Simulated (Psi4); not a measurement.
Pair of molecules, SMILES C#C with SMILES [H][H] (the first has 4 atoms); geometry from B3LYP-D3(BJ)/def2-TZVP.
(charge 0, multiplicity 1):
```xyz
6

C     -0.90170    -0.13644     0.23430
C      0.23327     0.02095    -0.11132
H     -1.90938    -0.27599     0.54168
H      1.24150     0.16060    -0.41688
H      0.55929     0.09532     3.02002
H      0.77682     0.13251     3.73133
```

Level of theory: SAPT0/jun-cc-pV(D+d)Z in Psi4.

**Question.** Which attractive term is largest, and how does the interaction split up?

**Answer.** electrostatics -21.1, exchange 34.7, induction -5.8, dispersion -14.8, total -6.9 meV; the largest attraction is electrostatics.
